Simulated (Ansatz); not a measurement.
Cost and result for the atomization energy of CH7ClO2Si2 (`CO[Si](O)([SiH3])Cl`) (13 atoms, 12 bonds).

Z-matrix (Å, degrees):
```
C
O 1 1.412
H 1 1.095 2 111.3
H 1 1.090 2 107.9 3 119.1
H 1 1.094 2 111.1 3 -121.4
Si 2 1.630 1 126.5 3 64.2
Si 6 2.333 2 114.5 1 -69.9
O 6 1.626 2 108.2 1 169.2
Cl 6 2.073 2 107.1 1 50.1
H 7 1.486 6 110.5 2 -63.6
H 7 1.488 6 108.6 2 55.7
H 7 1.485 6 110.1 2 175.0
H 8 0.960 6 118.3 2 -52.9
```

Charge 0, multiplicity 1. All single points use the PBE0-D4/def2-TZVP geometry. It is one conformer, not always the lowest. Program: Ansatz. All runs use 2 threads of an AMD EPYC 7R13 on a shared host and a share of an NVIDIA H100 80 GB. Times are those of one run each, without the atoms' runs, and a repeat can differ threefold. Electronic energies, without spin–orbit coupling; frozen cores. CCSD(T)/CBS adds CCSD(T) − MP2 in def2-TZVPP to the MP2 limit, and its time is that of the two runs behind it. T1 = 0.012. B3LYP takes the VWN-RPA correlation (the form of Gaussian; ORCA's B3LYP/G).

CCSD(T)/CBS is a level of theory with its own doubt, some kJ/mol a heavy atom from the limit and from the frozen cores, so smaller differences don't rank the functionals.

```tsv
level	functions	wall time	atomization (kJ/mol)	difference from CCSD(T)/CBS	per bond
r2SCAN-D4/def2-TZVPP (with forces)	317	3.4 s	4686.1	-5.8	-0.5
ωB97X-V/def2-TZVPP	317	4 s	4699.6	7.7	0.6
B2PLYP/def2-TZVPP	317	6 s	4608.6	-83.3	-6.9
ωB97M-V/def2-TZVPP (with forces)	317	6.5 s	4688.6	-3.3	-0.3
MP2/def2-QZVPP	591	7.5 s	4713.8	21.9	1.8
B3LYP-D4/def2-TZVPP (with forces)	317	8 s	4656.8	-35.1	-2.9
CCSD(T)/def2-TZVPP	317	9 s	4554.2	-137.7	-11.5
PBE-D4/def2-TZVPP (with forces)	317	10 s	4713.1	21.2	1.8
PBE0-D4/def2-TZVPP	317	11 s	4642.7	-49.2	-4.1
CCSD(T)/CBS(def2)	–	17 s	4691.9	0.0	0.0
```

In def2-TZVPP, CCSD(T) changes the Hartree–Fock value by +1131.4 kJ/mol (the triples alone add +65.2 kJ/mol) and MP2 by +1208.7 kJ/mol; breaking electron pairs costs correlation energy, which Hartree–Fock lacks. From PBE to PBE0 (25 % exact exchange), in def2-TZVPP and without D4, the atomization energy moves by −65.6 kJ/mol: exact exchange takes away binding that semilocal exchange gives to molecules. The D4 term adds +55.6 kJ/mol with B3LYP and +29.7 kJ/mol with PBE0; it sums over pairs of atoms, weighted by their polarisabilities, and B3LYP, whose exchange is more repulsive, gets the larger term.
